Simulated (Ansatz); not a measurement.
Stretching the Ge1–Br2 bond in BrGeH3 (SMILES [GeH3][Br]) (multiplicity 1 held, fragments rigid). Energies count from the point at 2.332 Å.
Geometry at that point (charge 0, multiplicity 1):
```xyz
5

Ge    -1.146     0.047     0.005
Br     1.184    -0.048    -0.005
H     -1.540     1.484    -0.354
H     -1.607    -0.332     1.416
H     -1.642    -0.956    -1.043
```

R- and RO- levels are restricted; in cc, def2 and unpolarised 6-31G sets they are followed outwards from rest. Unrestricted levels (U-) break spin symmetry where that is lower. Active spaces are followed from a long bond inwards. Levels need not reach the same state.

Frozen-core correlation. Filled d and f shells under p-block atoms count as core.

Codes used: Ansatz (Gaussian basis) for Hartree–Fock, density functionals and correlated methods. 

Energies in kcal/mol.

```csv
R (Å),U-HF/cc-pVTZ,R-PBE/cc-pVTZ,U-PBE/cc-pVTZ,"FIC-MRCISD+Q on CASSCF(6,4)/cc-pVTZ"
1.865,69.0,64.9,64.9,68.7
2.099,11.6,11.2,11.2,11.7
2.332,0.0,0.0,0.0,0.0
2.565,7.1,5.7,5.7,6.6
2.798,21.0,17.4,17.4,19.6
3.148,43.5,36.4,36.4,40.7
3.498,55.4,52.7,52.7,58.4
4.081,61.6,71.4,70.2,76.3
4.664,62.9,82.0,77.1,82.2
5.363,63.2,88.4,80.4,83.6
6.296,63.3,92.0,82.0,84.0
7.462,63.4,93.6,82.6,84.1
```

Doubts at one or more of the structures used: a spin-contaminated determinant (U-HF/cc-pVTZ, U-PBE/cc-pVTZ); a restricted determinant that unrestricted orbitals would lower (R-PBE/cc-pVTZ); active orbitals that take no part (FIC-MRCISD+Q on CASSCF(6,4)/cc-pVTZ).

Ansatz is a program for electronic structure.
